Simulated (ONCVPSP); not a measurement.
Pseudopotential generation for Cu (Z = 29): ONCV, BLYP, scalar-relativistic.

Input for ONCVPSP 4.0.1:

```
# ATOM AND REFERENCE CONFIGURATION
# atsym  z   nc   nv     iexc    psfile
  Cu 29.00    3    4  -106131      upf
#
#   n    l    f
    1    0    2.00
    2    0    2.00
    2    1    6.00
    3    0    2.00
    3    1    6.00
    3    2   10.00
    4    0    1.00
#
# PSEUDOPOTENTIAL AND OPTIMIZATION
# lmax
    3
#
#   l,   rc,      ep,       ncon, nbas, qcut
    0    1.40    0.00    4    9   10.70
    1    0.90    0.00    4    7   15.80
    2    1.60    0.00    5    9    7.80
    3    1.55    0.13    4    9    6.20
#
# LOCAL POTENTIAL
# lloc, lpopt,  rc(5),   dvloc0
    4    5    0.65    6.00
#
# VANDERBILT-KLEINMAN-BYLANDER PROJECTORs
# l, nproj, debl
    0    2    0.70
    1    1    3.70
    2    2    0.80
    3    2    3.80
#
# MODEL CORE CHARGE
# icmod, fcfact, rcfact
    0    0.00    0.00
#
# LOG DERIVATIVE ANALYSIS
# epsh1, epsh2, depsh
   -6.00    5.00    0.04
#
# OUTPUT GRID
# rlmax, drl
    6.00    0.01
#
# TEST CONFIGURATIONS
# ncnf
    4
# nvcnf
#   n    l    f
    4
    3    0    2.00
    3    1    6.00
    3    2   10.00
    4    0    0.00
#
    4
    3    0    2.00
    3    1    6.00
    3    2    9.00
    4    0    0.00
#
    4
    3    0    2.00
    3    1    6.00
    3    2    8.00
    4    0    0.00
#
    5
    3    0    2.00
    3    1    6.00
    3    2    9.00
    4    0    1.00
    4    1    1.00
#
```

Command:

```bash
oncvpsp.x < Cu.dat > Cu.out
```

Resulting log (shortened: citation, most of the input echo, consistency checks and plot data are left out):

```
ONCVPSP  (Optimized Norm-Conservinng Vanderbilt PSeudopotential)
scalar-relativistic version 4.0.1

#   n    l    f        energy (Ha)
    1    0    2.00    -3.2537190E+02
    2    0    2.00    -3.9053501E+01
    2    1    6.00    -3.3715244E+01
    3    0    2.00    -4.2076803E+00
    3    1    6.00    -2.6467283E+00
    3    2   10.00    -1.8404156E-01
    4    0    1.00    -1.7091160E-01

Reference configufation results
  iterations    49
  all-electron total energy (Ha)   -1.65520916D+03

Begin loop to  construct optimized pseudo wave functions
and semi-local pseudopoentials for all angular momenta

Calculating optimized projector #   1

 for l=   0

    Fraction of norm inside rc  0.981085
    Optimizing pswf for qcut=  10.70 a_B^-1,  ecut=  57.20 Ha
    Residual kinetic energy error=  9.06D-09 Ha

    Energy error per electron        Cutoff
         Ha          eV             Ha
         0.01000     0.27211       12.56
         0.00100     0.02721       26.28
         0.00010     0.00272       36.28
         0.00001     0.00027       43.22

Calculating optimized projector #   2

 for l=   0

    Fraction of norm inside rc  0.057189
    Optimizing pswf for qcut=  10.70 a_B^-1,  ecut=  57.20 Ha
    Residual kinetic energy error=  2.37D-08 Ha

    Energy error per electron        Cutoff
         Ha          eV             Ha
         0.01000     0.27211        8.75
         0.00100     0.02721       16.99
         0.00010     0.00272       34.37
         0.00001     0.00027       42.78

Calculating optimized projector #   1

 for l=   1

    Fraction of norm inside rc  0.732158
    Optimizing pswf for qcut=  15.81 a_B^-1,  ecut= 125.05 Ha
    Residual kinetic energy error=  2.29D-07 Ha

    Energy error per electron        Cutoff
         Ha          eV             Ha
         0.01000     0.27211       34.03
         0.00100     0.02721       65.21
         0.00010     0.00272       89.20
         0.00001     0.00027      104.42

   Wellstate for l =  2  n =  4
     eigenvalue =   0.6160
     asymptotic potential =   1.1160
     half-point radius =  4.0474

Calculating optimized projector #   1

 for l=   2

    Fraction of norm inside rc  0.841928
    Optimizing pswf for qcut=   7.81 a_B^-1,  ecut=  30.51 Ha
    Residual kinetic energy error=  6.92D-03 Ha

    Energy error per electron        Cutoff
         Ha          eV             Ha
         0.01000     0.27211       29.62
         0.00100     0.02721       96.00
         0.00010     0.00272      117.05
         0.00001     0.00027      151.70

Calculating optimized projector #   2

 for l=   2

    Fraction of norm inside rc  0.088920
    Optimizing pswf for qcut=   7.81 a_B^-1,  ecut=  30.51 Ha
    Residual kinetic energy error=  2.81D-03 Ha

    Energy error per electron        Cutoff
         Ha          eV             Ha
         0.01000     0.27211       26.96
         0.00100     0.02721       34.62
         0.00010     0.00272       77.25
         0.00001     0.00027      123.58

   Wellstate for l =  3  n =  4
     eigenvalue =   0.1300
     asymptotic potential =   0.6300
     half-point radius = 20.5763

   Wellstate for l =  3  n =  5
     eigenvalue =   3.9300
     asymptotic potential =   4.4300
     half-point radius =  2.7571

Calculating optimized projector #   1

 for l=   3

    Fraction of norm inside rc  0.000008
    Optimizing pswf for qcut=   6.21 a_B^-1,  ecut=  19.26 Ha
    Residual kinetic energy error=  7.32D-08 Ha

    Energy error per electron        Cutoff
         Ha          eV             Ha
         0.01000     0.27211        0.22
         0.00100     0.02721        0.40
         0.00010     0.00272        0.82
         0.00001     0.00027        2.06

Calculating optimized projector #   2

 for l=   3

    Fraction of norm inside rc  0.253980
    Optimizing pswf for qcut=   6.21 a_B^-1,  ecut=  19.26 Ha
    Residual kinetic energy error=  1.37D-02 Ha

    Energy error per electron        Cutoff
         Ha          eV             Ha
         0.01000     0.27211       20.24
         0.00100     0.02721       37.14
         0.00010     0.00272      111.08
         0.00001     0.00027      170.31

Construct Vanderbilt / Kleinmman-Bylander projectors

B matrix Hermiticity error, ll=   0
   1   2    4.1817E-04

  Orthonormal projector coefficients  1.6998E+01  2.6098E+00

B matrix Hermiticity error, ll=   2
   1   2    8.3621E-05

  Orthonormal projector coefficients -7.9313E+00 -5.6376E+00

B matrix Hermiticity error, ll=   3
   1   2    8.7940E-07

  Orthonormal projector coefficients -1.7271E+01 -6.6371E+00

Pseudoatom total energy -186.609782

Diagnostic tests using Vanderbilt-Kleinman-Bylander pseudopotentials
  1 or more projectors used as specified by nproj input data

   l    rcore       rmatch      e in        delta e   norm test  slope test

   0   1.4020244   1.4445929  -4.2076803   0.0000065   1.0002474   1.0002164
   0   1.4020244   1.4445929  -0.1709116   0.0000026   1.0000274   1.0000205

   1   0.9005441   0.9278866  -2.6467283  -0.0000576   0.9999896   1.0000322

   2   1.6088262   1.6576736  -0.1840416  -0.0000014   1.0001292   1.0001372
   2   1.6088262   1.6576736   0.6159584   0.0000034   1.0002304   1.0002304

   3   1.5521055   1.5992308   0.1300000   0.0000187   1.0000625   1.0000625
   3   1.5521055   1.5992308   3.9300000  -0.0000853   1.0027075   1.0027075

 Testing for bound ghosts
   n   l    E NL Schr. Eq   E Basis Diag.   E Cutoff

   1   0       -4.207674       -4.207659    178.74
   2   0       -0.170909       -0.071387    178.74

   2   1       -2.646786       -2.645476    190.60

   3   2       -0.184043       -0.182240    171.36

 Testing for highly-localized positive-energy ghosts
       l    <radius>/rc     E Basis Diag.   E Cutoff

       3        0.420433        4.364227    202.71  WARNING - GHOST(+)

Test configuration 0

   n   l     f        eae           eps        diff
   1   0  2.0000 -325.37190320
   2   0  2.0000  -39.05350137
   2   1  6.0000  -33.71524407
   3   0  2.0000   -4.20768032   -4.20767382    6.50D-06
   3   1  6.0000   -2.64672832   -2.64678594   -5.76D-05
   3   2 10.0000   -0.18404156   -0.18404298   -1.42D-06
   4   0  1.0000   -0.17091160   -0.17090899    2.61D-06

    Total energies and differences
      AE_ref= -1.65520916D+03  AE_tst= -1.65520916D+03  dif=  0.00D+00
      PS_ref= -1.86609782D+02  PS_tst= -1.86609782D+02  dif=  7.67D-13
      PSP excitation error= -7.67D-13

Test configuration 1

   n   l     f        eae           eps        diff
   1   0  2.0000 -325.69308777
   2   0  2.0000  -39.36526773
   2   1  6.0000  -34.02782829
   3   0  2.0000   -4.52800291   -4.52818721   -1.84D-04
   3   1  6.0000   -2.96808945   -2.96786683    2.23D-04
   3   2 10.0000   -0.50424487   -0.50504570   -8.01D-04

    Total energies and differences
      AE_ref= -1.65520916D+03  AE_tst= -1.65490495D+03  dif=  3.04D-01
      PS_ref= -1.86609782D+02  PS_tst= -1.86305927D+02  dif=  3.04D-01
      PSP excitation error=  3.61D-04

Test configuration 2

   n   l     f        eae           eps        diff
   1   0  2.0000 -326.31763129
   2   0  2.0000  -40.00202348
   2   1  6.0000  -34.66317353
   3   0  2.0000   -5.14956587   -5.14832037    1.25D-03
   3   1  6.0000   -3.58469501   -3.58395223    7.43D-04
   3   2  9.0000   -1.08987492   -1.08728769    2.59D-03

    Total energies and differences
      AE_ref= -1.65520916D+03  AE_tst= -1.65411925D+03  dif=  1.09D+00
      PS_ref= -1.86609782D+02  PS_tst= -1.85520358D+02  dif=  1.09D+00
      PSP excitation error=  4.90D-04

Test configuration 3

psatom: WARNING lschvkbb convergence error n,l,iter=   3   2   3
ea(ii),et,emin,emax -1.840430E-01 -2.024473E-01 -2.024473E-01 -2.024473E-01
run_config: WARNING for fully non-local PS atom, stg. 1
 WARNING no output for configuration 4

Test configuration 4

   n   l     f        eae           eps        diff
   1   0  2.0000 -325.63844021
   2   0  2.0000  -39.33723604
   2   1  6.0000  -33.99708814
   3   0  2.0000   -4.47680469   -4.47260946    4.20D-03
   3   1  6.0000   -2.91144152   -2.90860248    2.84D-03
   3   2  9.0000   -0.42224839   -0.41695898    5.29D-03
   4   0  1.0000   -0.26211968   -0.26248117   -3.61D-04
   4   1  1.0000   -0.07544520   -0.07581046   -3.65D-04

    Total energies and differences
      AE_ref= -1.65520916D+03  AE_tst= -1.65496059D+03  dif=  2.49D-01
      PS_ref= -1.86609782D+02  PS_tst= -1.86363463D+02  dif=  2.46D-01
      PSP excitation error=  2.25D-03
```

The run took about 4.6 s on one core of a shared server CPU.
